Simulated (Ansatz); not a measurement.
One change: `[OH][Zr]([OH])([OH])[F]` becomes `[OH][Zr]([OH])([F])[F]`.

Ansatz, PBE0-D4/def2-TZVP geometries, multiplicity 1. Each molecule was computed in one conformer, which needn't be the lowest.

Elements past krypton have def2 core potentials.

```
                                      property  `[OH][Zr]([OH])([OH])[F]`
         HOMO energy (ωB97M-V/def2-TZVPP) / eV                     -11.39
           HOMO energy (B3LYP/def2-TZVPP) / eV                      -8.68
zero-point energy (PBE0-D4/def2-TZVP) / kJ/mol                      101.2
            HOMO energy (PBE0/def2-TZVPP) / eV                      -8.95
             LUMO energy (PBE/def2-TZVPP) / eV                      -0.88
           LUMO energy (B3LYP/def2-TZVPP) / eV                      -0.55
```

What does the change do to each property? (An estimate is asked.)

Computed: 
```json
{"property": "HOMO energy (ωB97M-V/def2-TZVPP) / eV", "`[OH][Zr]([OH])([F])[F]`": "-12.06", "shift": "-0.67"}
{"property": "HOMO energy (B3LYP/def2-TZVPP) / eV", "`[OH][Zr]([OH])([F])[F]`": "-9.33", "shift": "-0.65"}
{"property": "zero-point energy (PBE0-D4/def2-TZVP) / kJ/mol", "`[OH][Zr]([OH])([F])[F]`": "75.2", "shift": "-26.0"}
{"property": "HOMO energy (PBE0/def2-TZVPP) / eV", "`[OH][Zr]([OH])([F])[F]`": "-9.61", "shift": "-0.66"}
{"property": "LUMO energy (PBE/def2-TZVPP) / eV", "`[OH][Zr]([OH])([F])[F]`": "-1.04", "shift": "-0.16"}
{"property": "LUMO energy (B3LYP/def2-TZVPP) / eV", "`[OH][Zr]([OH])([F])[F]`": "-0.72", "shift": "-0.17"}
```

With PBE0 the HOMO falls by 0.66 eV and the LUMO falls by 0.15 eV, so the gap widens by about 0.51 eV. PBE moves the HOMO by -0.62 eV and ωB97M-V by -0.67 eV. The zero-point energy changes by -26.0 kJ/mol with -3 modes.

B3LYP here is the variant with VWN-RPA as its local correlation; programs differ in this.
